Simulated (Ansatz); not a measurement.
The cluster LiCu₄⁻: single points at one geometry.

```yaml
crystal:
  periodic: [false, false, false]
  atoms:
    - {symbol: Li, position_ang: [-0.680493, -1.251816, -0.038628]}
    - {symbol: Cu, position_ang: [0.186637, 0.497628, -1.412877]}
    - {symbol: Cu, position_ang: [0.279326, 0.359529, 1.439250]}
    - {symbol: Cu, position_ang: [-1.527364, 1.082831, 0.102129]}
    - {symbol: Cu, position_ang: [1.741904, -0.688172, -0.089874]}
basis:
  gaussian: {orbitals: def2-TZVPD, initial_orbitals: start.molden}
total_charge: -1
hamiltonian: {xc: pbe, dispersion: d4}
scf: {omitted_lower_state_checks: [starts]}
output: {forces: true, orbitals: {seedname: orbitals}}
```

The file start.molden holds the orbitals of an earlier run on this structure, at another level or in another basis.

```sh
$ ansatz run in.yaml --threads 4 --pin off --events-out ev --progress --plain --max-ram 4787MiB
```

Output, abridged:

```
Functional definition: PBE
2041 factors; their error is unknown
mean field evaluation 1: about -178745.4302 eV, gradient 1.5e1 eV
mean field evaluation 2: about -178745.8717 eV, gradient 1.1e0 eV
mean field evaluation 4: about -178745.8183 eV, gradient 5.9e-2 eV
mean field -178745.81833964 eV, -6568.7876657144 hartree, gradient 6.1e-5 eV, S^2 0.000000; 0 other end points of the search recorded, 0 dependent functions left out
reference -178745.81837935 eV, -6568.7876671737 hartree; 60, 60 occupied and 149, 149 virtual orbitals, 2041 factors
Total energy: -178746.02279330 eV, -6568.7951792479 hartree
Atom 0 at    -0.680493    -1.251816    -0.038628 Å, force    -0.001987    -0.004009     0.000070 eV/Å
Atom 1 at     0.186637     0.497628    -1.412877 Å, force     0.002589     0.051469    -0.427897 eV/Å
Atom 2 at     0.279326     0.359529     1.439250 Å, force     0.030398     0.009740     0.429927 eV/Å
Atom 3 at    -1.527364     1.082831     0.102129 Å, force    -0.374204     0.165816     0.020010 eV/Å
Atom 4 at     1.741904    -0.688172    -0.089874 Å, force     0.343203    -0.223016    -0.022109 eV/Å
Dipole moment:    -0.146344    -0.269270    -0.008272 e Å
Checks for a lower state left out: starts
```

Run time 4.7 s (4 threads of Arm Neoverse V2 on a shared host).

As the first input, with `correlation: {method: ccsd_t, frozen_orbitals: {Cu: 9, Li: 0}}`, `output: {orbitals: {seedname: orbitals}}` and without the key `hamiltonian` (abridged; 4 min):

```
Functional definition: HF
mean field evaluation 16: about -178586.0866 eV, gradient 1.6e1 eV
mean field evaluation 32: about -178584.8528 eV, gradient 2.9e0 eV
mean field evaluation 64: about -178585.7727 eV, gradient 3.1e1 eV
mean field evaluation 96: about -178590.3716 eV, gradient 1.2e0 eV
mean field evaluation 128: about -178582.8706 eV, gradient 8.3e0 eV
mean field -178593.18921956 eV, -6563.1786490073 hartree, gradient 9.8e-6 eV, S^2 0.000000; 2 other end points of the search recorded, 0 dependent functions left out; unrestricted orbitals would lower it
mean field evaluation 160: about -178593.2172 eV, gradient 3.7e-1 eV
determinant -178593.18921956 eV, -6563.1786490073 hartree, with singles and doubles -178637.41165785 eV, -6564.8037936395 hartree
determinant -178591.59543431 eV, -6563.1200784796 hartree, with singles and doubles -178635.45293690 eV, -6564.7318119721 hartree
determinant -178590.38386537 eV, -6563.0755541424 hartree, with singles and doubles -178634.42861830 eV, -6564.6941689579 hartree
36 core orbitals not correlated: weight in the atoms' cores, before any rotation towards them, 1.000 or more for the frozen orbitals, at most 0.000 for the correlated occupied ones
second order -50.73985963 eV of doubles, -0.00000000 eV of singles
cycle   1  -44.21127553 eV  change    1.1e-2 eV  update   9.0e-3
cycle   2  -44.22142870 eV  change   -1.0e-2 eV  update   5.2e-3
cycle   3  -44.21067747 eV  change    1.1e-2 eV  update   5.6e-3
cycle   4  -44.22128536 eV  change   -1.1e-2 eV  update   1.5e-3
cycle   5  -44.22372319 eV  change   -2.4e-3 eV  update   9.4e-4
cycle   6  -44.22217576 eV  change    1.5e-3 eV  update   5.7e-4
cycle   7  -44.22214318 eV  change    3.3e-5 eV  update   3.4e-4
cycle   8  -44.22225444 eV  change   -1.1e-4 eV  update   1.9e-4
cycle   9  -44.22210983 eV  change    1.4e-4 eV  update   8.8e-5
cycle  10  -44.22209614 eV  change    1.4e-5 eV  update   5.1e-5
cycle  11  -44.22219159 eV  change   -9.5e-5 eV  update   3.7e-5
cycle  12  -44.22217184 eV  change    2.0e-5 eV  update   1.7e-5
perturbative correction -2.35765086 eV, -0.0866420709 hartree
Total energy: -178639.76904226 eV, -6564.8904259185 hartree
Checks for a lower state left out: starts
```

The first input with `hamiltonian: {xc: r2scan, dispersion: d4}`, `output: {orbitals: {seedname: orbitals}}` (abridged; 10 s):

```
Functional definition: r2SCAN
mean field -178770.70263691 eV, -6569.7021467721 hartree, gradient 4.7e-5 eV, S^2 0.000000
Total energy: -178770.73902803 eV, -6569.7034841212 hartree
Checks for a lower state left out: starts
```

First input, but with `hamiltonian: {xc: {name: revPBE}, dispersion: d4}`, `output: {orbitals: {seedname: orbitals}}` (abridged; 4.4 s):

```
Functional definition: revPBE
mean field -178761.70098426 eV, -6569.3713421387 hartree, gradient 2.1e-5 eV, S^2 0.000000
Total energy: -178762.10933191 eV, -6569.3863486381 hartree
Checks for a lower state left out: starts
```

As the first input, with `hamiltonian: {xc: {name: wB97M-V}}`, `output: {orbitals: {seedname: orbitals}}` (abridged; 25 s):

```
Functional definition: wB97M-V
mean field -178761.11036702 eV, -6569.3496373556 hartree, gradient 2.2e-5 eV, S^2 0.000000
Total energy: -178761.11041665 eV, -6569.3496391795 hartree
Checks for a lower state left out: starts
```

As the first input, with `hamiltonian: {xc: {name: B3LYP}, dispersion: d4}`, `output: {orbitals: {seedname: orbitals}}` (abridged; 8.5 s):

```
Functional definition: B3LYP
mean field -178777.50386131 eV, -6569.9520871589 hartree, gradient 2.1e-5 eV, S^2 0.000000
Total energy: -178777.84931382 eV, -6569.9647823041 hartree
Checks for a lower state left out: starts
```

As the first input, with `hamiltonian: {xc: pbe0, dispersion: d4}`, `output: {orbitals: {seedname: orbitals}}` (abridged; 9.5 s):

```
Functional definition: PBE0
mean field -178744.40065431 eV, -6568.7355667397 hartree, gradient 3.0e-5 eV, S^2 0.000000
Total energy: -178744.57407686 eV, -6568.7419399007 hartree
Checks for a lower state left out: starts
```

Geometry: PBE-D4/def2-SVPD.

B3LYP takes the VWN-RPA correlation. Correlated methods freeze 36 core orbitals; core or outer-core shells of Li are correlated, in sets that lack core-valence functions. At PBE-D4/def2-TZVPD, r2SCAN-D4/def2-TZVPD, revPBE-D4/def2-TZVPD the highest occupied level of the charge -1 singlet lies above zero (up to 0.41 eV). The electron is either unbound and held by the finite basis, or the level is raised by self-interaction error. At CCSD(T)/def2-TZVPD the restricted singlet (for correlated methods, its reference) is unstable: a solution with broken spin symmetry lies lower. The restricted singlet is unstable towards broken spin symmetry in Hartree–Fock (as tested in another run); at r2SCAN-D4/def2-TZVPD, revPBE-D4/def2-TZVPD, ωB97M-V/def2-TZVPD, B3LYP-D4/def2-TZVPD and others this wasn't settled. No other spin state of charge -1 was run. The structure comes from a short search, and lower isomers may exist.
